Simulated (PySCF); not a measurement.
C7H10Ge, SMILES Cc1cc[c]([GeH3])cc1, singlet, GFN2-xTB optimised geometry.

```
18

C     -1.85    -2.70    -0.02
C     -1.07    -1.42     0.00
C     -1.74    -0.19     0.00
C     -1.03     0.99     0.00
C      0.36     0.99     0.00
Ge     1.35     2.68     0.00
C      1.02    -0.23     0.00
C      0.31    -1.42     0.00
H     -2.21    -2.90    -1.03
H     -2.71    -2.64     0.64
H     -1.23    -3.53     0.29
H     -2.82    -0.18     0.00
H     -1.56     1.94     0.00
H      1.05     3.49    -1.23
H      0.98     3.53     1.16
H      2.82     2.43     0.05
H      2.10    -0.24     0.00
H      0.85    -2.36     0.00
```

Density from PySCF with CAM-B3LYP/def2-SVP at that geometry.

Minimum of the electron density along straight lines between bonded atoms, close to the bond critical point (lines longer than 1.1 times the sum of covalent radii, or with two minima, are not listed):

| bond | length / Å | ρ at the minimum / e bohr⁻³ | ∇²ρ there / e bohr⁻⁵ | position (fraction from the first atom) |
|---|---|---|---|---|
| C1–C2 | 1.498 | [?] | [?] | 0.49 |
| C2–C3 | 1.391 | 0.312 | -0.81 | 0.50 |
| C3–C4 | 1.381 | 0.316 | -0.83 | 0.50 |
| C4–C5 | 1.390 | 0.310 | -0.79 | 0.50 |
| C5–Ge6 | 1.950 | 0.131 | [?] | 0.53 |
| C5–C7 | 1.388 | 0.311 | -0.79 | 0.50 |
| C2–C8 | 1.388 | 0.313 | -0.81 | 0.50 |
| C7–C8 | 1.383 | 0.316 | -0.83 | 0.50 |
| C1–H9 | 1.091 | 0.274 | -1.01 | 0.63 |
| C1–H10 | 1.088 | 0.276 | -1.02 | 0.63 |
| C1–H11 | 1.087 | 0.277 | -1.03 | 0.63 |
| C3–H12 | 1.081 | 0.282 | -1.07 | 0.63 |
| C4–H13 | 1.083 | 0.283 | -1.08 | 0.63 |
| Ge6–H14 | 1.496 | 0.142 | 0.08 | 0.59 |
| Ge6–H15 | 1.496 | 0.142 | 0.08 | 0.59 |
| Ge6–H16 | 1.494 | 0.142 | 0.08 | 0.59 |
| C7–H17 | 1.083 | 0.283 | -1.08 | 0.63 |
| C8–H18 | 1.081 | 0.283 | -1.07 | 0.63 |

Task: Some entries are withheld; supply them.

Result: 
- C1–C2, ρ at the minimum / e bohr⁻³: 0.258
- C1–C2, ∇²ρ there / e bohr⁻⁵: -0.62
- C5–Ge6, ∇²ρ there / e bohr⁻⁵: 0.06
